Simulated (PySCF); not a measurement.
PySCF input for CH5BO2S, SMILES CSB(O)O, C-PCM-M06-2X/def2-SVP. Geometry: B3LYP-D3(BJ)/def2-SVP. The values are those of a single conformer.

```python
import numpy as np
from pyscf import gto, scf, dft
from pyscf.solvent import pcm

mol = gto.M(
    atom='''
    B    -0.06210693    0.82301043    0.00000000
    O     0.71030246    1.94990209   -0.00000000
    H     0.22879311    2.78519662   -0.00000000
    O    -1.43012297    0.80184292    0.00000000
    H    -1.85684226    1.66688558    0.00000000
    S     0.83900980   -0.76191823    0.00000000
    C    -0.54715945   -1.95882257    0.00000000
    H    -1.17163651   -1.83761863   -0.89498750
    H    -0.10077910   -2.96223015    0.00000000
    H    -1.17163651   -1.83761863    0.89498749
    ''',
    basis='def2-SVP',
    charge=0,
    spin=0,
    max_memory=1600,
    verbose=3,
)
mf = dft.RKS(mol, xc='m06-2x').density_fit(auxbasis='def2-universal-jkfit')
mf.grids.level = 4
mf.conv_tol = 1e-9
mf.max_cycle = 100
mf.kernel()
res = {}
for name, eps in {'water': 78.355, '2-propanol': 19.264, 'diethylether': 4.24}.items():
    s = mf.PCM()
    s.with_solvent.method, s.with_solvent.eps, s.with_solvent.lebedev_order = 'C-PCM', eps, 29
    s.kernel(mf.make_rdm1())
    res[name] = (s.e_tot, eps, s.dip_moment(), s.mo_energy, s.converged)
    print(f'{name}: electrostatic solvation free energy {(s.e_tot - mf.e_tot) * 627.509474:.3f} kcal/mol')
```

Output:

```
converged SCF energy = -614.343949618529

WARN: PCM is an experimental feature. It is still in testing.
Features and APIs may be changed in the future.

converged SCF energy = -614.360896254476
Dipole moment(X, Y, Z, Debye): -3.60855,  2.84999, -0.00000
water: electrostatic solvation free energy -10.634 kcal/mol

WARN: PCM is an experimental feature. It is still in testing.
Features and APIs may be changed in the future.

converged SCF energy = -614.360118421253
Dipole moment(X, Y, Z, Debye): -3.57164,  2.82634, -0.00000
2-propanol: electrostatic solvation free energy -10.146 kcal/mol

WARN: PCM is an experimental feature. It is still in testing.
Features and APIs may be changed in the future.

converged SCF energy = -614.356596390483
Dipole moment(X, Y, Z, Debye): -3.40758,  2.71888,  0.00000
diethylether: electrostatic solvation free energy -7.936 kcal/mol
```

The calculation finished and met its thresholds.

Cost: roughly 2.8 core-minutes.
